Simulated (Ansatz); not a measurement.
BiH2(CF3) (CH₂BiF₃), relaxed as a singlet with RKS r2SCAN-D4/def2-SVP in Ansatz, starting from the GFN2-xTB geometry. Force threshold 0.02 eV/Å.

In the def2 sets Bi takes a core potential; there is no spin–orbit coupling.

Start:

| atom | x (Å) | y (Å) | z (Å) |
| --- | --- | --- | --- |
| Bi1 | -1.502 | -0.635 | 0.011 |
| H2 | -1.461 | 0.086 | 1.620 |
| H3 | -1.853 | 0.964 | -0.644 |
| C4 | 0.821 | -0.170 | -0.208 |
| F5 | 1.146 | 1.098 | 0.086 |
| F6 | 1.272 | -0.394 | -1.463 |
| F7 | 1.576 | -0.950 | 0.597 |

| step | energy (eV) | largest force component (eV/Å) | SCF passes |
| --- | --- | --- | --- |
| 1 | -15051.3420 | 0.606 | 23 |
| 2 (rejected) | -15051.3407 | 0.652 | 28 |
| 3 | -15051.3845 | 0.171 | 29 |
| 4 | -15051.3855 | 0.070 | 30 |
| 5 | -15051.3857 | 0.019 | 31 |

Force components are those of the run's own axes.

End:

```
atom    x (Å)    y (Å)    z (Å)
 Bi1  -1.4525  -0.6422   0.0073
  H2  -1.4380   0.0819   1.6536
  H3  -1.8504   0.9654  -0.6940
  C4   0.8221  -0.1587  -0.2030
  F5   1.1446   1.1048   0.1017
  F6   1.2320  -0.3862  -1.4665
  F7   1.5421  -0.9650   0.6009
```

By distances, no bond broke or formed. The bond that changes most is Bi1–C4, from 2.38 to 2.33 Å (atoms count from 1).

No frequencies were taken in this run, so the end may be a saddle point.

Run time 14 s (4 threads of Intel Xeon on a shared host).
